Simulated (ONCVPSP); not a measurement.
**Be (Z = 4): one change to an ONCV potential, before and after**

| Property | Result |
| --- | --- |
| Element | Be |
| Generator | ONCVPSP 4.0.1 |
| Type | optimised norm-conserving Vanderbilt (ONCV) |
| Functional | PBEsol |
| Relativity | scalar-relativistic |
| Frozen core | [He] |
| Valence charge | 2 |
| Reference configuration | 2s2 |
| Partial waves | 2s: rc 2.05 bohr, ncon 4, nbas 7, qcut 3.3 1/bohr, 3 projectors, debl 0.5 Ha; p scattering state at 0.43 Ha: rc 1.75 bohr, ncon 3, nbas 7, qcut 4.6 1/bohr, local |
| Local potential | the p channel |
| Core correction | Teter function fitted to the true core (icmod 2), fcfact 0.7 |

In the p channel the program set the typed energies aside and used 0.050 Ha.

Change: s: qcut 2.1; p: qcut 2.9.

Cutoffs: the cutoffs (Ha) at which the residual kinetic energy of the hardest occupied pseudo-wave falls to 1 and 0.1 mHa per electron; they do not see the model core or the augmentation charge, which bear on the density cutoff. Errors are all-electron minus pseudo energies relative to the spin-unpolarised reference configuration.

How do hardness, ghosts and transferability respond?

The potential gets harder (5.0 Ha and 20 Ha → 12 Ha and 26 Ha); the bound ghost in s disappears; of the 4 tests that both files solve, the error grows in 2 and shrinks in 2 by more than 15 % and 0.3 meV (median size 2.2 → 2.8 meV); the range in which the s phases agree narrows (upper end at the end of the scan → 2.3).

```tsv
quantity	base	changed
cutoff, loose	5.0 Ha	12 Ha
cutoff, tight	20 Ha	26 Ha
bound ghosts	s	none
GHOST(+) flags under 300 eV	none	s at 67.8 eV
error for 2s1, meV [ΔE 9.46 eV]	+5.7	+0.3
error for 2s1.5, meV [ΔE 3.72 eV]	+0.9	+0.1
error for 2s1 2p1, meV [ΔE 3.59 eV]	-1.9	-5.2
error for 2s0 2p2, meV [ΔE 7.21 eV]	-2.5	-7.2
s: phases at 2.08 bohr within 0.05 rad from the reference energy up to (Ha; the scan ends near 5)	to the end of the scan	2.3
p: phases at 1.78 bohr within 0.05 rad from the reference energy up to (Ha; the scan ends near 5)	1.8	1.4
rms error of d²Exc/dni dnj with the model core, mHa	0.67	0.13
```

Changed file: The cutoffs count occupied waves only; projector 1 of the p channel, the hardest unoccupied one, needs 41 Ha at the loose tolerance. A true bound ghost makes a file unfit for plane-wave use even where its test errors are small: the radial tests pick states by their node count and pass the ghost by.
